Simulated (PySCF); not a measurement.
A calculated (LDA, PySCF 2.14, dyall-av3z, no relativity, point nucleus) atom or ion has these occupied shells.

```json
{"shell": "1s α", "electrons": "1", "orbital energy (eV)": "-420.61", "rms radius, mean of both spins (bohr)": "0.269"}
{"shell": "1s β", "electrons": "1", "orbital energy (eV)": "-419.72", "rms radius, mean of both spins (bohr)": "0.269"}
{"shell": "2s α", "electrons": "1", "orbital energy (eV)": "-49.571", "rms radius, mean of both spins (bohr)": "1.28"}
{"shell": "2s β", "electrons": "1", "orbital energy (eV)": "-47.587", "rms radius, mean of both spins (bohr)": "1.28"}
{"shell": "2p α", "electrons": "1", "orbital energy (eV)": "-38.583", "rms radius, mean of both spins (bohr)": "1.25"}
```

Task: Name the element and its charge.

Result: N²⁺ (nitrogen, charge +2), in [He] 2s2 2p1, 2P determinant.
